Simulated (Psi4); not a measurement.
H₃FOS₂Si, singlet, at a GFN2-xTB geometry; Psi4 with CCSD(T)/cc-pVDZ.

Input for Psi4:
```
memory 2 GB

molecule {
0 1
O    -0.33364030   -0.71151945    1.64266042
Si   -0.26949225   -0.12183502    0.14370161
F    -1.72136459   -0.34755819   -0.50582649
S     1.23192561   -1.27712598   -0.82584637
S     0.04745296    1.98484783    0.00982147
H    -0.97854403   -0.41873312    2.28383970
H     1.08469920   -2.32373272   -0.02964656
H     1.35808261    1.94478593    0.20153795
}

set {
  basis cc-pvdz
  freeze_core true
}

energy('ccsd(t)')
print_variables()
```

What the program printed (banner, timings and long lists left out):

```
   => Loading Basis Set <=

    Name: CC-PVDZ
    Role: ORBITAL
    Keyword: BASIS

         ---------------------------------------------------------
                                   SCF
               by Justin Turney, Rob Parrish, Andy Simmonett
                          and Daniel G. A. Smith
                              RHF Reference
         ---------------------------------------------------------

  ==> Geometry <==

    Molecular point group: c1
    Full point group: C1

    Geometry (in Angstrom), charge = 0, multiplicity = 1:

       Center              X                  Y                   Z               Mass
    ------------   -----------------  -----------------  -----------------  -----------------
         O           -0.309019198555    -0.714837179722     1.665212830151    15.994914619570
         SI          -0.244871148555    -0.125152749722     0.166254020151    27.976926534650
         F           -1.696743488555    -0.350875919722    -0.483274079849    18.998403162730
         S            1.256546711445    -1.280443709722    -0.803293959849    31.972071174400
         S            0.072074061445     1.981530100278     0.032373880151    31.972071174400
         H           -0.953922928555    -0.422050849722     2.306392110151     1.007825032230
         H            1.109320301445    -2.327050449722    -0.007094149849     1.007825032230
         H            1.382703711445     1.941468200278     0.224090360151     1.007825032230

  Running in c1 symmetry.

  Rotational constants: A =      0.09717  B =      0.06158  C =      0.05172 [cm^-1]
  Rotational constants: A =   2912.99542  B =   1846.01775  C =   1550.38949 [MHz]
  Nuclear repulsion =  378.999416369295830

  Charge       = 0
  Multiplicity = 1
  Electrons    = 66
  Nalpha       = 33
  Nbeta        = 33

  ==> Algorithm <==

  SCF Algorithm Type is PK.
  DIIS enabled.
  MOM disabled.
  Fractional occupation disabled.
  Guess Type is SAD.
  Energy threshold   = 1.00e-08
  Density threshold  = 1.00e-08
  Integral threshold = 1.00e-12

  ==> Primary Basis <==

  Basis Set: CC-PVDZ
    Blend: CC-PVDZ
    Number of shells: 45
    Number of basis functions: 97
    Number of Cartesian functions: 102
    Spherical Harmonics?: true
    Max angular momentum: 2

  ==> Integral Setup <==

  Using in-core PK algorithm.
   Calculation information:
      Number of atoms:                   8
      Number of AO shells:              45
      Number of primitives:            209
      Number of atomic orbitals:       102
      Number of basis functions:        97

      Integral cutoff                 1.00e-12
      Number of threads:                 1

  Performing in-core PK
  Using 22595762 doubles for integral storage.
  We computed 507512 shell quartets total.
  Whereas there are 536130 unique shell quartets.

  ==> DiskJK: Disk-Based J/K Matrices <==

    J tasked:                  Yes
    K tasked:                  Yes
    wK tasked:                  No
    Schwarz Cutoff:          1E-12

  Minimum eigenvalue in the overlap matrix is 1.2133045977E-02.
  Reciprocal condition number of the overlap matrix is 3.1247847863E-03.
    Using symmetric orthogonalization.

  ==> Pre-Iterations <==

  SCF Guess: Superposition of Atomic Densities via on-the-fly atomic UHF (no occupation information).

   -------------------------
    Irrep   Nso     Nmo
   -------------------------
     A         97      97
   -------------------------
    Total      97      97
   -------------------------

  ==> Iterations <==

                        Total Energy        Delta E     RMS |[F,P]|

   @RHF iter SAD: -1259.52650342313450   -1.25953e+03   0.00000e+00
   @RHF iter   1: -1260.09167252721409   -5.65169e-01   5.38222e-03 ADIIS/DIIS
   @RHF iter   2: -1260.19013968273430   -9.84672e-02   3.07870e-03 ADIIS/DIIS
   @RHF iter   3: -1260.22133039346249   -3.11907e-02   4.16197e-04 ADIIS/DIIS
   @RHF iter   4: -1260.22284228664944   -1.51189e-03   1.18601e-04 ADIIS/DIIS
   @RHF iter   5: -1260.22300184845540   -1.59562e-04   2.93396e-05 DIIS
   @RHF iter   6: -1260.22301254085710   -1.06924e-05   9.16405e-06 DIIS
   @RHF iter   7: -1260.22301328405047   -7.43193e-07   2.97088e-06 DIIS
   @RHF iter   8: -1260.22301335177917   -6.77287e-08   8.16847e-07 DIIS
   @RHF iter   9: -1260.22301336002101   -8.24184e-09   2.45457e-07 DIIS
   @RHF iter  10: -1260.22301336076748   -7.46468e-10   7.07381e-08 DIIS
   @RHF iter  11: -1260.22301336084092   -7.34417e-11   1.39256e-08 DIIS
   @RHF iter  12: -1260.22301336084342   -2.50111e-12   3.65504e-09 DIIS
  Energy and wave function converged.

  ==> Post-Iterations <==

    Orbital Energies [Eh]
    ---------------------

    Doubly Occupied:

[...]
    Virtual:

[...]
      97A      4.281999

    Final Occupation by Irrep:
              A
    DOCC [    33 ]
    NA   [    33 ]
    NB   [    33 ]

  @RHF Final Energy: -1260.22301336084342

   => Energetics <=

    Nuclear Repulsion Energy =            378.9994163692958296
    One-Electron Energy =               -2501.0061542123658000
    Two-Electron Energy =                 861.7837244822264893
    Total Energy =                      -1260.2230133608434244

Computation Completed

Properties will be evaluated at   0.000000,   0.000000,   0.000000 [a0]

Properties computed using the SCF density matrix

 Multipole Moments:

 ------------------------------------------------------------------------------------
     Multipole            Electronic (a.u.)      Nuclear  (a.u.)        Total (a.u.)
 ------------------------------------------------------------------------------------

 L = 1.  Multiply by 2.5417464519 to convert [e a0] to [Debye]
 Dipole X            :         -2.8205904            3.0707906            0.2502002
 Dipole Y            :          0.3888970           -0.4137934           -0.0248964
 Dipole Z            :         -1.9358679            2.8127803            0.8769124
[...]
	SCF energy                   =  -1260.22301336084342
	One-electron energy          =   -286.66313435402401
	Two-electron energy          =    131.46770096550310
	Reference energy             =  -1260.22301336084433

            **************************
            *                        *
            *        CCENERGY        *
            *                        *
            **************************

    Nuclear Rep. energy (wfn)     =  378.999416369295830
    SCF energy          (wfn)     = -1260.223013360843424
    Reference energy    (file100) = -1260.223013360844334

    Input parameters:
    -----------------
    Wave function   =     CCSD_T
    Reference wfn   =     RHF
    Brueckner       =     No
    Maxiter         =     50
    R_Convergence   =     1.0e-07
    E_Convergence   =     1.0e-06
    Restart         =     Yes
    DIIS            =     Yes
    AO Basis        =     NONE
    ABCD            =     NEW
    Cache Level     =     2
    Cache Type      =     LOW
    Print Level     =     1
    Num. of threads =     1
    # Amps to Print =     10
    Print MP2 Amps? =     No
    Analyze T2 Amps =     No
    Print Pair Ener =     No
    Local CC        =     No
    SCS-MP2         =     False
    SCSN-MP2        =     False
    SCS-CCSD        =     False

MP2 correlation energy -0.7281074722858319
                Solving CC Amplitude Equations
                ------------------------------
  Iter             Energy              RMS        T1Diag      D1Diag    New D1Diag    D2Diag
  ----     ---------------------    ---------   ----------  ----------  ----------   --------
     0        -0.728107472285832    0.000e+00    0.000000    0.000000    0.000000    0.127075
     1        -0.748801686929403    7.786e-02    0.009111    0.025456    0.025456    0.138771
     2        -0.765008064697656    2.548e-02    0.009352    0.024684    0.024684    0.144146
     3        -0.768695966152461    1.105e-02    0.010922    0.029547    0.029547    0.146573
     4        -0.768631771574413    2.175e-03    0.011186    0.030398    0.030398    0.146861
     5        -0.768636258591540    8.287e-04    0.011278    0.030740    0.030740    0.146925
     6        -0.768641186483763    2.642e-04    0.011312    0.030876    0.030876    0.146928
     7        -0.768634839069018    8.615e-05    0.011319    0.030900    0.030900    0.146924
     8        -0.768633965260709    2.880e-05    0.011321    0.030905    0.030905    0.146923
     9        -0.768634782285879    1.028e-05    0.011321    0.030905    0.030905    0.146924
    10        -0.768634416511272    4.229e-06    0.011321    0.030904    0.030904    0.146924
    11        -0.768634410422396    1.673e-06    0.011321    0.030903    0.030903    0.146924
    12        -0.768634369757094    6.091e-07    0.011321    0.030903    0.030903    0.146924
    13        -0.768634374783715    2.309e-07    0.011321    0.030903    0.030903    0.146924
    14        -0.768634374687935    8.187e-08    0.011321    0.030903    0.030903    0.146924

    Iterations converged.

    Largest TIA Amplitudes:
              7   5         0.0167262441
             11   4         0.0162455087
             10   5         0.0109872489
              7   1        -0.0109858941
              5   4         0.0105488550
              6   3         0.0102102297
              4   6        -0.0099102011
              7   6        -0.0097817313
              6   5         0.0095522604
              6   6         0.0088992468

    Largest TIjAb Amplitudes:
     14  14  19  19        -0.0264259603
     15  15  20  20        -0.0237718733
     10  10   1   1        -0.0224187917
     15  15  17  17        -0.0180101388
     14  14  18  18        -0.0178632905
     13  13   5   5        -0.0167683619
     14  14  17  17        -0.0166703784
     12  12   3   3        -0.0166337821
     13  13   1   1        -0.0164461756
     15  15   4   4        -0.0161964958

    SCF energy       (wfn)                    = -1260.223013360843424
    Reference energy (file100)                = -1260.223013360844334

    Opposite-spin MP2 correlation energy      =   -0.536589126254046
    Same-spin MP2 correlation energy          =   -0.191518346031786
    Singles MP2 correlation energy            =   -0.000000000000000
    MP2 correlation energy                    =   -0.728107472285832
      * MP2 total energy                      = -1260.951120833130062

    Opposite-spin CCSD correlation energy     =   -0.593639249399144
    Same-spin CCSD correlation energy         =   -0.174995125288791
    Singles CCSD correlation energy           =    0.000000000000000
    CCSD correlation energy                   =   -0.768634374687935
      * CCSD total energy                     = -1260.991647735532297

            **************************
            *                        *
            *        CCTRIPLES       *
            *                        *
            **************************

    Wave function   =    CCSD_T
    Reference wfn   =      RHF

    Nuclear Rep. energy (wfn)                =  378.999416369295830
    SCF energy          (wfn)                = -1260.223013360843424
    Reference energy    (file100)            = -1260.223013360844334
    CCSD energy         (file100)            =   -0.768634374687935
    Total CCSD energy   (file100)            = -1260.991647735532297

    Number of ijk index combinations:              816
    Approx. words needed per explicit thread:         1048576
    Number of threads for explicit ijk threading:    1

    MKL num_threads set to 1 for explicit threading.

    (T) energy                                =   -0.017782060892416
      * CCSD(T) total energy                  = -1261.009429796424683

  Variable Map:
  ----------------------------------------------------------------------------
[...]
  Array Variable Map:
  ----------------------------------------------------------------------------
[...]
[...]
```
